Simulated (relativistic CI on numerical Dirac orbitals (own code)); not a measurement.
# What each ingredient does to the levels of Nd²³⁺

Base calculation: Dirac-Coulomb-Breit CI, KLI orbitals optimised for each configuration, QED by a radiative potential, unscaled Slater integrals.

CI space (outside the closed core [Ar] 3d10): 4s2 4p6 4d, 4s2 4p5 4d2, 4s2 4p6 4f, 4s 4p6 4d2, 4s2 4p5 4d 4f, 4s 4p6 4d 4f, 4s2 4p6 5s, 4s2 4p6 5p, 4s2 4p6 5d, 4s2 4p5 4d 5s, 4s2 4p6 5f, 4s2 4p5 4d 5p, 4s2 4p6 5g, 4s2 4p6 6s, 4p6 4d2 4f, 4s 4p6 4f 5s, 4s 4p6 4d 5s, 4s2 4p6 6p, 4s2 4p5 4d 5d, 4p6 4d3, 4p5 4d4, 4p5 4d3 4f, 4p6 4d 4f2, 4p5 4d2 4f2, 4p6 4f3, 4p5 4d 4f3, 4p6 4f2 5s, 4s 4p6 4f2, 4s 4p5 4f3. Double excitations out of closed p, d and f shells are left out; levels of such configurations are missing from the list, as are those of other unlisted configurations, and high levels can miss mixing partners. These lack a partner that the ground configuration has and come out too high: 4s2 4p5 4d 5s, 4s2 4p5 4d 5p, 4s2 4p5 4d 5d, 4s2 4p6 5p, 4s2 4p6 5d.

Variants: (1) configuration mixing switched off. Shifts of the energy above 4s2 4p6 4d 2D_3/2, in cm⁻¹, for the lowest level and the first level of each name with at least 55 % of one term (blank where a level changes its place among those of its configuration and J or its character, or is not in the variant):

```
               Level     Base    Δ(1)
   4s2 4p6 4d 2D_3/2        0       0
   4s2 4p6 4d 2D_5/2    45221     +52
 4s2 4p5 4d2 4D°_1/2   814506  -13592
 4s2 4p5 4d2 4D°_3/2   819222  -13042
 4s2 4p5 4d2 4D°_7/2   869155  -10598
 4s2 4p5 4d2 4G°_9/2   871937  -10105
4s2 4p5 4d2 4G°_11/2   886713   -9423
 4s2 4p5 4d2 4F°_9/2   930220  -12411
4s2 4p5 4d2 2H°_11/2   932481   -9586
 4s2 4p5 4d2 2P°_1/2   964917  -13517
 4s2 4p5 4d2 2G°_9/2   965290  -11776
 4s2 4p5 4d2 2P°_3/2  1029723  -12348
   4s 4p6 4d2 4F_3/2  1615907  +35857
   4s 4p6 4d2 4F_5/2  1633045  +33936
   4s 4p6 4d2 4F_7/2  1660071  +33031
   4s 4p6 4d2 4P_1/2  1664579  +38258
   4s 4p6 4d2 4P_3/2  1682953  +37157
   4s 4p6 4d2 4F_9/2  1685738  +31381
   4s 4p6 4d2 4P_5/2  1686562  +34162
   4s 4p6 4d2 2D_3/2  1732556  +28696
   4s 4p6 4d2 2G_7/2  1744529  +24535
   4s 4p6 4d2 2G_9/2  1757584  +22305
```

At this charge energies of transitions that change n are usually good to better than 1 %, and those within a shell (Δn = 0) to a few per cent.

Ionisation energy from the two ground configurations alone: base 714.146 eV. The NIST ASD value (theoretical) is 714 eV.

LS names give the leading component of a level, which can be under half, so a name can repeat, a term be missing and a line seem to break the LS rules.
